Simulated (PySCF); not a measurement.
C$_{3}$H$_{8}$NO (SMILES CN(C)C=[OH+]), charge +1, singlet, at a GFN2-xTB geometry; DF-PBE/cc-pVDZ (PySCF).

Here is a job for PySCF.
```python
from pyscf import gto, scf, dft

mol = gto.M(
    atom='''
C    -0.731680   -1.146495    0.581472
N    -0.327490    0.162946    0.124680
C    -1.271750    1.226300    0.360898
C     0.802195    0.365265   -0.457310
O     1.638466   -0.609364   -0.661567
H    -0.932200   -1.114958    1.652420
H     0.046582   -1.878644    0.381684
H    -1.647870   -1.445998    0.072121
H    -0.902759    2.177457   -0.015184
H    -1.462619    1.317661    1.431033
H    -2.217754    0.993372   -0.129839
H     1.044303    1.376954   -0.777019
H     2.464433   -0.361970   -1.105792
''',
    basis='cc-pvdz',
    charge=1,
    spin=0,
    verbose=5,
)

mf = dft.RKS(mol)
mf.xc = 'pbe'
mf = mf.density_fit(auxbasis='def2-universal-jkfit')
mf.kernel()
```

Question: What does PySCF print? Leave out banner, timings and long lists.

Answer: 
```
PySCF version 2.14.0

[INPUT] verbose = 5
[INPUT] max_memory = 4000
[INPUT] num. atoms = 13
[INPUT] num. electrons = 40
[INPUT] charge = 1
[INPUT] spin (= nelec alpha-beta = 2S) = 0
[INPUT] symmetry False subgroup None
[INPUT] Mole.unit = angstrom
[INPUT] Symbol           X                Y                Z      unit          X                Y                Z       unit  Magmom
[...]
[INPUT] ---------------- BASIS SET ----------------
[INPUT] l, kappa, [nprim/nctr], expnt,             c_1 c_2 ...
[INPUT] C
[...]
                                1000              0.005329 -0.001154
                                228               0.027077 -0.005725
                                64.71             0.101718 -0.023312
                                21.06             0.27474 -0.063955
                                7.495             0.448564 -0.149981
                                2.797             0.285074 -0.127262
                                0.5215            0.015204 0.544529
[...]
                                2.002             0.20948
                                0.5456            0.508557
[...]
[INPUT] O
[...]
                                1759              0.00547 -0.001263
                                400.8             0.027837 -0.006267
                                113.7             0.1048 -0.025716
                                37.03             0.283062 -0.070924
                                13.27             0.448719 -0.165411
                                5.025             0.270952 -0.116955
                                1.013             0.015458 0.557368
[...]
                                3.854             0.228913
                                1.046             0.508728
[...]
[INPUT] H
[...]
                                1.962             0.137977
                                0.4446            0.478148
[...]
[INPUT] N
[...]
                                1357              0.005389 -0.001208
                                309.3             0.027406 -0.005992
                                87.73             0.103207 -0.024544
                                28.56             0.278723 -0.067459
                                10.21             0.44854 -0.158078
                                3.838             0.278238 -0.121831
                                0.7466            0.01544 0.549003
[...]
                                2.917             0.217169
                                0.7973            0.510319
[...]
nuclear repulsion = 192.548485509697
number of shells = 49
number of NR pGTOs = 186
number of NR cGTOs = 110
basis = cc-pvdz
ecp = {}

******** <class 'pyscf.df.df_jk.DFRKS'> ********
method = DFRKS
initial guess = minao
damping factor = 0
level_shift factor = 0
DIIS = <class 'pyscf.scf.diis.CDIIS'>
diis_start_cycle = 1
diis_space = 8
diis_damp = 0
SCF conv_tol = 1e-09
SCF conv_tol_grad = None
SCF max_cycles = 50
direct_scf = False
XC library pyscf.dft.libxc version 7.1.2
    S. Lehtola, C. Steigemann, M. J. T. Oliveira, and M. A. L. Marques,  SoftwareX 7, 1–5 (2018)
XC functionals = pbe
    J. P. Perdew, K. Burke, and M. Ernzerhof,  Phys. Rev. Lett. 77, 3865 (1996)
    J. P. Perdew, K. Burke, and M. Ernzerhof,  Phys. Rev. Lett. 78, 1396 (1997)
    J. P. Perdew, K. Burke, and M. Ernzerhof,  Phys. Rev. Lett. 77, 3865 (1996)
    J. P. Perdew, K. Burke, and M. Ernzerhof,  Phys. Rev. Lett. 78, 1396 (1997)
radial grids:
    Treutler-Ahlrichs [JCP 102, 346 (1995); DOI:10.1063/1.469408] (M4) radial grids

becke partition: Becke, JCP 88, 2547 (1988); DOI:10.1063/1.454033
pruning grids: <function nwchem_prune>
grids dens level: 3
symmetrized grids: False
atomic radii adjust function: <function treutler_atomic_radii_adjust>
small_rho_cutoff = 0
Set gradient conv threshold to 3.16228e-05
Initial guess from minao.
atom C rad-grids = 75, ang-grids = [ 50  50  50  50  50  50  50  50  50  50  50  50  50  50  50  50  50  50
  50  50  50  50  86  86  86  86  86  86  86  86  86  86 266 266 266 266
 266 266 302 302 302 302 302 302 302 302 302 302 302 302 302 302 302 302
 302 302 302 302 266 266 266 266 266 266 266 266 266 266 266 266 266 266
 266 266 266]
atom N rad-grids = 75, ang-grids = [ 50  50  50  50  50  50  50  50  50  50  50  50  50  50  50  50  50  50
  50  50  50  50  50  86  86  86  86  86  86  86  86  86  86 266 266 266
 266 266 266 266 302 302 302 302 302 302 302 302 302 302 302 302 302 302
 302 302 302 302 302 302 266 266 266 266 266 266 266 266 266 266 266 266
 266 266 266]
atom O rad-grids = 75, ang-grids = [ 50  50  50  50  50  50  50  50  50  50  50  50  50  50  50  50  50  50
  50  50  50  50  50  86  86  86  86  86  86  86  86  86 266 266 266 266
 266 266 266 302 302 302 302 302 302 302 302 302 302 302 302 302 302 302
 302 302 302 302 302 266 266 266 266 266 266 266 266 266 266 266 266 266
 266 266 266]
atom H rad-grids = 50, ang-grids = [ 50  50  50  50  50  50  50  50  50  50  50  50  50  50  50  86  86  86
  86 266 266 266 266 266 302 302 302 302 302 302 302 302 302 302 302 302
 302 266 266 266 266 266 266 266 266 266 266 266 266 266]
tot_boxes 3120, boxes in each direction [14 13 11]
Padding 6 grids
tot grids = 148808
nelec by numeric integration = 40.98478215082899
num shells = 173, num cGTOs = 523
E1 = -715.3509356196544  E2 = 273.45781899670857  Ecoul = 307.68793009887605  Exc = -34.23011110216747
init E= -249.344631113249
cond(S) = 901.4431178094371
[...]
  mo_energy =
[-1.89862177e+01 -1.40766652e+01 -9.99411246e+00 -9.99406517e+00
 -9.99009502e+00 -1.09548295e+00 -9.48607956e-01 -7.33193997e-01
 -7.32926060e-01 -6.28541792e-01 -5.70643818e-01 -5.39547396e-01
 -4.93907158e-01 -4.77250971e-01 -4.44466826e-01 -4.27039902e-01
 -4.21875880e-01 -4.13273985e-01 -4.01090460e-01 -3.01698797e-01
 -7.94267024e-02 -7.38724980e-03  1.27600210e-02  4.26594869e-02
  5.61771674e-02  6.45295746e-02  7.02815166e-02  7.94097907e-02
  1.00412214e-01  1.19606181e-01  1.25048954e-01  2.00137895e-01
[...]
 -6.45638711e-01 -6.14900283e-01 -5.73730299e-01 -5.55490251e-01
 -5.47167366e-01 -5.41501093e-01 -5.26903449e-01 -4.54245890e-01
 -2.59162500e-01 -1.72073378e-01 -1.27321471e-01 -1.09910309e-01
 -8.05357306e-02 -7.56384655e-02 -6.26698326e-02 -6.11585389e-02
 -2.99765918e-02 -2.78679884e-02 -1.06596502e-02  4.32656659e-02
  9.41248856e-02  1.58051949e-01  1.70111028e-01  1.93812628e-01
  2.17849246e-01  2.39143138e-01  2.78644753e-01  3.11499612e-01
  3.23919326e-01  3.53752504e-01  3.68765289e-01  4.05264778e-01
  4.10101381e-01  4.21795983e-01  4.25756736e-01  4.36566901e-01
  4.60340058e-01  5.02905873e-01  5.30859696e-01  5.35437096e-01
  5.86962393e-01  6.65421018e-01  6.70953886e-01  6.97970719e-01
  7.26040240e-01  8.01116248e-01  8.35717377e-01  8.75667925e-01
  9.59820045e-01  1.01836164e+00  1.04562777e+00  1.08383446e+00
  1.09345543e+00  1.11592006e+00  1.12157963e+00  1.16268766e+00
  1.17134818e+00  1.17472195e+00  1.22877727e+00  1.28617950e+00
  1.31751484e+00  1.35620828e+00  1.39529400e+00  1.40141891e+00
  1.41781912e+00  1.45294467e+00  1.45551202e+00  1.48755851e+00
  1.49225996e+00  1.49697515e+00  1.56487520e+00  1.64718061e+00
  1.66498954e+00  1.70572349e+00  1.72019732e+00  1.73371607e+00
  1.79958484e+00  1.80667200e+00  1.84880563e+00  1.89813661e+00
  1.95192547e+00  2.08382517e+00  2.10190278e+00  2.13668280e+00
  2.17051517e+00  2.20999705e+00  2.22107126e+00  2.22463316e+00
  2.25480427e+00  2.30934912e+00  2.32505833e+00  2.53458545e+00
  2.56124948e+00  2.63342821e+00  2.66269145e+00  2.86188839e+00
  3.03763364e+00  3.46590455e+00]
nelec by numeric integration = 40.00001917569769
E1 = -708.7010697021715  E2 = 267.5895145465045  Ecoul = 301.81025301193984  Exc = -34.22073846543533
cycle= 9 E= -248.56306964597  delta_E= -9.75e-08  |g|= 6.18e-05  |ddm|= 0.000561
[...]
  mo_energy =
[-1.90408107e+01 -1.42833823e+01 -1.02299510e+01 -1.01190592e+01
 -1.01121413e+01 -1.23854923e+00 -1.11842873e+00 -8.87552705e-01
 -8.68087696e-01 -7.71172562e-01 -7.26664074e-01 -6.79507987e-01
 -6.45644903e-01 -6.14906294e-01 -5.73738759e-01 -5.55494113e-01
 -5.47176961e-01 -5.41504837e-01 -5.26908308e-01 -4.54252872e-01
 -2.59171894e-01 -1.72077629e-01 -1.27325189e-01 -1.09914562e-01
 -8.05385576e-02 -7.56417729e-02 -6.26746728e-02 -6.11609473e-02
 -2.99786730e-02 -2.78726651e-02 -1.06625967e-02  4.32604326e-02
  9.41197828e-02  1.58047616e-01  1.70107000e-01  1.93807959e-01
  2.17847591e-01  2.39138326e-01  2.78636497e-01  3.11495287e-01
  3.23915172e-01  3.53749339e-01  3.68762573e-01  4.05261704e-01
  4.10096495e-01  4.21791656e-01  4.25752297e-01  4.36563953e-01
  4.60338030e-01  5.02898554e-01  5.30856689e-01  5.35433674e-01
  5.86957234e-01  6.65414135e-01  6.70947874e-01  6.97963899e-01
  7.26034176e-01  8.01111882e-01  8.35709950e-01  8.75663160e-01
  9.59815174e-01  1.01835693e+00  1.04562116e+00  1.08382959e+00
  1.09345048e+00  1.11591564e+00  1.12157451e+00  1.16268272e+00
  1.17134437e+00  1.17472186e+00  1.22877276e+00  1.28617200e+00
  1.31750920e+00  1.35620512e+00  1.39529073e+00  1.40141582e+00
  1.41781560e+00  1.45294100e+00  1.45550623e+00  1.48755403e+00
  1.49225426e+00  1.49696922e+00  1.56486824e+00  1.64717455e+00
  1.66498426e+00  1.70571939e+00  1.72019409e+00  1.73371140e+00
  1.79957963e+00  1.80666916e+00  1.84880018e+00  1.89813201e+00
  1.95191891e+00  2.08382070e+00  2.10189702e+00  2.13667877e+00
  2.17051120e+00  2.20999394e+00  2.22106590e+00  2.22462845e+00
  2.25480008e+00  2.30934518e+00  2.32505112e+00  2.53457796e+00
  2.56123876e+00  2.63341969e+00  2.66268046e+00  2.86187794e+00
  3.03762263e+00  3.46589549e+00]
nelec by numeric integration = 40.000019175977954
E1 = -708.7014140499435  E2 = 267.5898588934297  Ecoul = 301.8106312543206  Exc = -34.22077236089088
cycle= 10 E= -248.563069646817  delta_E= -8.47e-10  |g|= 1.41e-05  |ddm|= 6.04e-05
[...]
  mo_energy =
[-1.90408059e+01 -1.42833851e+01 -1.02299475e+01 -1.01190651e+01
 -1.01121332e+01 -1.23854774e+00 -1.11842952e+00 -8.87552195e-01
 -8.68088071e-01 -7.71171612e-01 -7.26662232e-01 -6.79508247e-01
 -6.45644977e-01 -6.14906450e-01 -5.73737563e-01 -5.55494262e-01
 -5.47176052e-01 -5.41504149e-01 -5.26908216e-01 -4.54252660e-01
 -2.59171046e-01 -1.72077025e-01 -1.27324743e-01 -1.09914016e-01
 -8.05394077e-02 -7.56413523e-02 -6.26745489e-02 -6.11607943e-02
 -2.99784522e-02 -2.78723069e-02 -1.06625144e-02  4.32608439e-02
  9.41196967e-02  1.58047925e-01  1.70106996e-01  1.93808015e-01
  2.17847527e-01  2.39139025e-01  2.78637301e-01  3.11495674e-01
  3.23915567e-01  3.53749592e-01  3.68762330e-01  4.05262002e-01
  4.10096937e-01  4.21791822e-01  4.25753064e-01  4.36564062e-01
  4.60337521e-01  5.02899460e-01  5.30856594e-01  5.35433368e-01
  5.86957403e-01  6.65414749e-01  6.70948240e-01  6.97964551e-01
  7.26034795e-01  8.01111985e-01  8.35710671e-01  8.75663050e-01
  9.59815309e-01  1.01835702e+00  1.04562199e+00  1.08383019e+00
  1.09345072e+00  1.11591545e+00  1.12157505e+00  1.16268288e+00
  1.17134446e+00  1.17472171e+00  1.22877274e+00  1.28617267e+00
  1.31750951e+00  1.35620537e+00  1.39529016e+00  1.40141620e+00
  1.41781496e+00  1.45294111e+00  1.45550698e+00  1.48755426e+00
  1.49225470e+00  1.49696951e+00  1.56486862e+00  1.64717498e+00
  1.66498440e+00  1.70571877e+00  1.72019440e+00  1.73371165e+00
  1.79958038e+00  1.80666846e+00  1.84880075e+00  1.89813248e+00
  1.95191927e+00  2.08382068e+00  2.10189695e+00  2.13667898e+00
  2.17051116e+00  2.20999425e+00  2.22106570e+00  2.22462820e+00
  2.25480045e+00  2.30934512e+00  2.32505084e+00  2.53457782e+00
  2.56124008e+00  2.63341971e+00  2.66268193e+00  2.86187922e+00
  3.03762415e+00  3.46589661e+00]
nelec by numeric integration = 40.00001917591191
E1 = -708.70140080294  E2 = 267.5898456464882  Ecoul = 301.81061413332645  Exc = -34.22076848683826
Extra cycle  E= -248.563069646755  delta_E= 6.2e-11  |g|= 2.2e-05  |ddm|= 2.63e-05
converged SCF energy = -248.563069646755
```
